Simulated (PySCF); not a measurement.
## Rh (rhodium, neutral) across methods

[Kr] 4d7 5s2, high-spin 4F determinant (an excited configuration). All numbers are calculated (PySCF 2.14, scalar relativity through the core potential, in aug-cc-pVDZ-PP with ECP28MDF (5s5p4d2f, 54 functions)).

| method | E (hartree) | mean ε 4d β (eV) | mean ε 5s α (eV) | mean ε 5s β (eV) | Σ⟨r²⟩ (bohr²) | ⟨S²⟩ |
| --- | --- | --- | --- | --- | --- | --- |
| LDA | -109.8424 | -7.811 | -5.983 | -5.303 | 52.53 | 3.754 |
| r2SCAN0 | -110.0629 | -9.691 | -6.537 | -5.775 | 52.70 | 3.759 |
| UHF | -109.33979 | -13.943 | -7.604 | -6.593 | 54.73 | 3.762 |
| r2SCAN | -110.0972 | -8.033 | -5.911 | -5.171 | 52.57 | 3.759 |
| wB97M-V | -109.9845 | -12.025 | -8.195 | -7.537 | 52.96 | 3.755 |
| PBE0 | -110.0533 | -9.567 | -6.370 | -5.610 | 52.82 | 3.756 |
| BP86 | -110.1599 | -8.033 | -5.897 | -5.197 | 52.58 | 3.754 |
| M06-2X | -109.9731 | -11.392 | -6.729 | -6.094 | 53.53 | 3.756 |
| PBE | -110.0734 | -7.857 | -5.723 | -4.997 | 52.76 | 3.755 |

Energies and moments cover only the electrons outside the core potential.
